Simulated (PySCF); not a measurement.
Record of a relaxation.

Species: carbonyl selenide, COSe.
SMILES with atom numbers: `[O:1]=[C:2]=[Se:3]`

Computed by this run: PBE0-D3(BJ)/def2-SVP geometry optimisation, gas phase (PySCF); density fitting, grid level 1; the optimiser is geomeTRIC in internal coordinates, started from a GFN2-xTB structure with every atom displaced at random (about 0.01 Å). The frame can shift and turn from step to step; on so coarse a grid that alone can change the energy by a few meV, and forces under 0.02 eV/Å are noise.

Step 0: E = -68412.2226 eV, largest atomic force 4.426 eV/Å
```
atom  x, y, z in Å  |  force x, y, z in eV/Å
O1     -1.122    0.743   -0.002   -3.823   2.229   0.011
C2     -0.150    0.184   -0.007    1.568  -0.933  -0.001
Se3     1.277   -0.651   -0.010    2.256  -1.296  -0.010
```

Step 1: E = -68412.3550 eV, largest atomic force 0.919 eV/Å
```
atom  x, y, z in Å  |  force x, y, z in eV/Å
O1     -1.195    0.824    0.008    0.802  -0.449  -0.010
C2     -0.187    0.244   -0.002   -0.781   0.424   0.013
Se3     1.289   -0.613   -0.015   -0.021   0.025  -0.003
```

Step 2: E = -68412.3586 eV, largest atomic force 0.303 eV/Å
```
atom  x, y, z in Å  |  force x, y, z in eV/Å
O1     -1.191    0.821    0.009    0.235  -0.131  -0.003
C2     -0.189    0.244   -0.001   -0.268   0.142   0.005
Se3     1.288   -0.610   -0.015    0.033  -0.011  -0.002
```

Step 3: E = -68412.3590 eV, largest atomic force under 0.02 eV/Å
```
atom  x, y, z in Å  |  force x, y, z in eV/Å
O1     -1.191    0.819    0.009   -0.008   0.004   0.001
C2     -0.191    0.244   -0.001    0.002  -0.004   0.001
Se3     1.289   -0.607   -0.016    0.006   0.000  -0.001
```

**Question.** Summarise the path.

**Answer.** The energy falls by 3.15 kcal/mol from step 0 to step 3; nine tenths of that is first reached at step 1. It falls at every step. The largest force goes from 4.426 to under 0.02 eV/Å. Among the bonds C2=Se3 changes most, from 1.654 to 1.707 Å; the atoms move by 0.036 Å rms after alignment.

The cost below is that of the whole optimisation. On one thread of an Arm Neoverse N1, shared host with 64 logical CPUs at a one-minute load of 59, this took 7.1 s wall and 0.28 GiB of memory at its peak.
